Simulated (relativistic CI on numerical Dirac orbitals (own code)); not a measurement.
## Cr²⁺ in a cubic cluster: 3s photoemission with charge transfer

Computed with a charge-transfer multiplet model of a cubic metal-ligand cluster with up to 2 ligand holes, Slater and spin-orbit integrals from Dirac-Coulomb-Breit ions, Slater integrals scaled by 0.9. The ground state mixes d4 with configurations of k ligand holes L, whose averages lie at kΔ + k(k − 1)U_dd/2; a core hole lowers each added d electron by U_cd. 300 K, Lorentzian 1.4 eV and Gaussian 0.8 eV FWHM.

Atomic integrals in eV (Slater integrals scaled, ζ unscaled), ground: F2dd 8.634, F4dd 5.365, zeta_d 0.027; with the core hole: F2dd 9.750, F4dd 6.107, zeta_d 0.034, G2cd 10.003.

Cluster parameters (eV): Δ = 7.3, U_cd = 7.7, 10Dq = 1.25, 10Dq(ligand) = 0.7, V(eg) = 2.2, V(t2g) = -1.16, final-state hopping factor = 0.9.

| Case | n_d | d4 | d5L | d6L2 | S |
| --- | --- | --- | --- | --- | --- |
| U_dd = 4.8 eV | 4.23 | 0.78 | 0.21 | 0.01 | 2.00 |
| U_dd = 6.2 eV | 4.22 | 0.79 | 0.20 | 0.01 | 2.00 |
| U_dd = 8.3 eV | 4.22 | 0.79 | 0.20 | 0.01 | 2.00 |

Weights, n_d and S are thermal averages at 300 K. Binding energies count from the first peak over 30 % of the highest in each spectrum, which can be another peak from case to case. The parameters are a model scan and need not match a compound or its usual spin state. Peaks in eV (height, largest 100):
- U_dd = 4.8 eV: 0.0 (100), 4.5 (58), 10.9 (81), 17.9 (23)
- U_dd = 6.2 eV: 0.0 (100), 4.4 (58), 10.8 (81), 17.9 (20)
- U_dd = 8.3 eV: 0.0 (100), 4.3 (58), 10.9 (82), 18.1 (19)

For the case U_dd = 6.2 eV, Δ = 7.3 eV is larger than U_dd = 6.2 eV, the Mott-Hubbard side of the Zaanen-Sawatzky-Allen scheme. With the core hole the average of the configuration with one ligand hole lies at Δ − U_cd = -0.4 eV before mixing: the effective hopping of about 3.8 eV (from the holes of the mixed ground state) is comparable with this gap or larger, so the configurations mix strongly.

Without intra-shell correlation the exchange splitting of the 3s hole comes out too large.
